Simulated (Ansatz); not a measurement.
Ansatz (an electronic-structure program) input (SVWN5/def2-TZVPD):

Ansatz 0.2 input:
```yaml
crystal:
  periodic: [false, false, false]
  atoms:
    - {symbol: Ta, position_ang: [0.00000000, 0.00000000, 0.00000000]}
    - {symbol: F, position_ang: [0.00000000, 0.00000000, 1.89161714]}
    - {symbol: F, position_ang: [-0.00000000, -0.00000000, -1.89161714]}
basis:
  gaussian:
    orbitals: def2-TZVPD
hamiltonian:
  xc: {name: SVWN5}
total_charge: 1
magnetization: {spin_polarized: true, initial_magnetization: 2}
```

End of the output:

```
integrals: 0.04 GiB planned
760 factors; their error is unknown
mean field: 0.38 GiB planned
mean field evaluation 1: about -6919.3757 eV, gradient 8.6e1 eV
mean field evaluation 2: about -6409.5242 eV, gradient 2.8e2 eV
mean field evaluation 4: about -6941.2640 eV, gradient 1.7e1 eV
mean field evaluation 8: about -6942.9539 eV, gradient 1.7e-1 eV
mean field evaluation 16: about -6942.9486 eV, gradient 2.2e-4 eV
mean field evaluation 32: about -6942.3770 eV, gradient 5.6e0 eV
mean field evaluation 64: about -6942.9398 eV, gradient 1.3e0 eV
mean field -6942.94864886 eV, -255.1486567460 hartree, gradient 3.2e-5 eV, S^2 2.006159; 5 other end points of the search recorded, 0 dependent functions left out
reference -6942.94869738 eV, -255.1486585291 hartree; 16, 14 occupied and 107, 109 virtual orbitals, 760 factors
Total energy: -6942.94869738 eV, -255.1486585291 hartree
```

This state (charge 1, triplet) is run at the relaxed geometry of the species with charge 0 and multiplicity 4.
